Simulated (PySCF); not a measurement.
A GIAO shielding run with PySCF 2.14 (density fitting, non-relativistic, gas phase) on SMILES N#C[C@@H]1[SiH2]C(=O)CC1=O, C5H5NO2Si:

```
$ OMP_NUM_THREADS=1 python probes_run.py task.json out

{"job": {"kind": "nmr", "xc": "PBE0", "basis": "pcSseg-1"}, "charge": 0, "multiplicity": 1}
N     -2.780846     0.196055     1.049758
C     -1.898293     0.476876     0.378179
C     -0.776277     0.799554    -0.449386
Si    -0.195502    -0.795825    -1.370925
C      1.122458    -1.132489     0.008992
O      1.947190    -2.005792     0.033331
C      0.993674    -0.062677     1.081718
C      0.398784     1.167842     0.448076
O      0.817147     2.283728     0.570549
H     -1.046553     1.644918    -1.085136
H      0.421698    -0.455072    -2.647661
H     -1.234877    -1.813235    -1.442572
H      0.287120    -0.446355     1.824771
H      1.943601     0.142000     1.578140
```

Hardware: 1 thread of an Arm Neoverse N1, shared host. The job also computes population analyses, field gradients, ring-centre shieldings.

Q: How large is the calculation?

A: 72 electrons, 185 basis functions and 976 auxiliary functions.

Q: How long does it take, and how much memory does it need?

A: 48 s of wall time, with 15 SCF cycles and 5 response iterations; peak memory 0.83 GiB. Times on a shared host scatter by some tens of per cent.
